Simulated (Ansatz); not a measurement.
Input file for Ansatz (an electronic-structure program): U-CCSD(T)/def2-TZVPP on AlIn, 2S+1 = 3, a spin state set in the input, which need not be the lowest, a point of a bond scan (R = 2.884 Å). Elements past Kr take the def2 small-core potentials; no spin–orbit coupling.

Ansatz 0.2 input:
```yaml
crystal:
  periodic: [false, false, false]
  atoms:
    - {symbol: Al, position_ang: [0.00000000, 0.00000000, 0.00000000]}
    - {symbol: In, position_ang: [0.00000000, 0.00000000, 2.88415200]}
basis:
  gaussian:
    orbitals: def2-TZVPP
magnetization: {spin_polarized: true, initial_magnetization: 2}
correlation: {method: ccsd_t, electrons: valence}
output: {orbitals: {seedname: ./end}}
```

### Question
Predict the final total energy.

### Answer
-431.4348 hartree (reference determinant -431.1098, T1 diagnostic 0.018).

### Question
How many basis functions does it have, and what does it roughly cost on one machine?

### Answer
92 functions; around 2.4 core-minutes (rough).
